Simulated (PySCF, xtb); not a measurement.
trans-(1R,2R)-1-chloro-2-methylcyclopropane (C4H7Cl), SMILES C[C@@H]1C[C@H]1Cl.

GFN2-xTB (xtb 6.7.1) at its own geometry gives an orbital gap of 6.84 eV and a dipole moment of 2.33 D.

The structure is a stationary point at B3LYP-D3(BJ)/def2-SVP.

Problem. What does CAM-B3LYP/def2-TZVP in PySCF give? (An estimate is asked for; the answer gives what the named calculation found.)

Solution. gap 10.84 eV (levels -9.02 and 1.82 eV), dipole 2.09 D.
